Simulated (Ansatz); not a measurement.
Al6P6H18⁺, a cluster cut from wurtzite AlP (hydrogen-capped). Charge 1, multiplicity 2. Geometry PBE-D4/def2-SVP, that of the neutral singlet.

```xyz
30

P     2.100   -0.363    1.844
Al   -0.162    0.019    2.660
Al    0.885    3.046    0.370
P    -0.968    1.823    1.367
P    -1.170   -1.958    1.656
Al   -2.970    1.165    0.149
Al    2.580   -0.389   -0.542
P     1.409    1.470   -1.409
P     1.189   -2.308   -1.098
Al   -1.222   -2.243   -0.761
Al   -0.190    0.752   -3.097
P    -1.887   -0.138   -1.598
H     2.954    0.607    2.451
H     2.632   -1.546    2.451
H    -0.239   -0.010    4.253
H     2.106    2.963    1.426
H     0.388    4.443   -0.234
H    -1.443    2.673    2.420
H    -0.620   -3.133    2.264
H    -2.509   -2.058    2.140
H    -3.748    0.107    1.091
H    -3.709    2.445   -0.467
H     4.124   -0.659   -0.842
H     2.470    2.091   -2.147
H     1.727   -3.481   -0.477
H     1.431   -2.642   -2.464
H    -1.925   -3.610   -1.189
H    -0.753    2.007   -3.917
H     0.475   -0.519   -3.841
H    -2.956   -0.553   -2.460
```

Single mean-field runs in def2-TZVP are fitted with def2-universal-jkfit. At PBE-D4/def2-TZVP an occupied level lies above an empty one. At PBE-D4/def2-TZVP the gap within one spin of the charge 1 doublet nearly closes, so an electron or hole may be smeared out by delocalisation error.

Estimate the α-spin orbital energies around the gap (eV) in Ansatz with PBE-D4/def2-TZVP, PBE0-D4/def2-TZVP.


```
orbital  PBE-D4/def2-TZVP  PBE0-D4/def2-TZVP
 HOMO−5            -10.31             -11.40
 HOMO−4            -10.29             -11.39
 HOMO−3            -10.26             -11.34
 HOMO−2            -10.09             -11.30
 HOMO−1            -10.00             -11.14
   HOMO             -9.93             -11.08
   LUMO             -5.68              -4.97
 LUMO+1             -5.52              -4.79
 LUMO+2             -4.99              -4.24
 LUMO+3             -4.92              -4.21
 LUMO+4             -4.90              -4.16
 LUMO+5             -4.87              -4.15
 β HOMO             -9.80             -10.84
 β LUMO             -9.85              -9.88
```
